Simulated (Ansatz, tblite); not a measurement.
Forces on the cluster CuAg4⁺ at its PBE-D4/def2-SVP geometry. Total charge 1; singlet.

In the def2 sets Ag takes a core potential; there is no spin–orbit coupling. The xTB rows come from tblite. Another isomer (singlet) lies 0.03 eV lower at PBE0-D4/def2-TZVP; other spin states weren't run for this one.

GFN1-xTB (tblite), largest force 0.39 eV/Å:

```xyz
5
positions Å, forces eV/Å
Ag   -0.336    2.029   -1.840    0.012   -0.045   -0.240
Ag    0.485   -1.940    1.887   -0.003    0.225    0.318
Ag    0.312   -2.600   -0.660   -0.044    0.039   -0.346
Ag   -0.006    0.040    0.051    0.019   -0.117    0.015
Cu   -0.454    2.471    0.562    0.016   -0.102    0.253
```

GFN2-xTB (tblite), largest force 0.72 eV/Å:

```
Ag -0.018 0.164 -0.675
Ag 0.082 -0.168 0.523
Ag 0.017 -0.381 -0.369
Ag 0.013 -0.084 -0.013
Cu -0.094 0.468 0.534
```

PBE-D4/def2-TZVP (Ansatz), largest force 0.27 eV/Å:

```
Ag 0.012 -0.047 -0.111
Ag 0.000 0.000 -0.012
Ag 0.000 -0.004 0.018
Ag 0.030 -0.150 -0.074
Cu -0.042 0.200 0.180
```
